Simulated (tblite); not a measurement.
C₄H₆FO₃S (doublet state).
SMILES with atom numbers: `[CH3:1][O:2]/[C:3]([F:4])=[C:5]/[S:6]([CH3:7])(=[O:8])=[O:9]` (hydrogens: H10, H11, H12 on C1; H13, H14, H15 on C7)

The geometry is computed with GFN2-xTB (gas phase). This method treats the open shell by occupation alone, without spin polarisation.

List the bond lengths, angles and torsions at this level.

```tsv
bond	length (Å)
C1–O2	1.413
O2–C3	1.334
C3–F4	1.347
C3=C5	1.316
C5–S6	1.755
S6–C7	1.805
S6=O8, S6=O9	1.438
C1–H10, C1–H11, C1–H12	1.091
C7–H13, C7–H14, C7–H15	1.082
```

Bonds in one row agree within 0.01 Å and their mean is given. A selection of angles:
```tsv
angle	degrees
C1–O2–C3	114.9
O2–C3–F4	109.5
O2–C3–C5	127.6
F4–C3–C5	122.9
C3–C5–S6	128.2
C5–S6–C7	103.4
C5–S6–O8	107.6
C7–S6–O8	109.3
O8–S6–O9	119.2
```

Dihedral angles: C1–O2–C3–F4 179° (antiperiplanar); O2–C3–C5–S6 -179° (antiperiplanar); C3–C5–S6–C7 -179° (antiperiplanar). The mirror-image conformer, all signs reversed, is as good.

O2 (oxygen bonded to 2 C) is bent (angle 114.9°). S6 (sulfur bonded to 2 C and 2 O) is distorted tetrahedral (angles from 103.4° to 119.2°). The 2 C–O bonds span 1.334 Å (O2–C3, drawn single) to 1.413 Å (C1–O2, drawn single), a spread of 0.079 Å. Of the pairs four or more bonds apart, C5···H11 is among the closest relative to their van der Waals radii: 2.71 Å, 94 % of the sum of Bondi's values. The 2 C–S bonds span 1.755 Å (C5–S6, drawn single) to 1.805 Å (S6–C7, drawn single), a spread of 0.050 Å. C3 (carbon bonded to C, F and O) is planar (angles 127.6°, 122.9° and 109.5°, sum 360.0°, 0.00 Å off the plane of its three neighbours).

Point group: near Cs, missed by 0.12 Å at most; the miss may be what the optimiser left on a soft mode. GFN2-xTB frequencies show an imaginary mode (22i cm⁻¹), so the point is no minimum at that level.

The run took 0.61 s wall on one thread, Intel Xeon at 2.60 GHz (x86_64), on a shared host. This is the geometry optimisation.
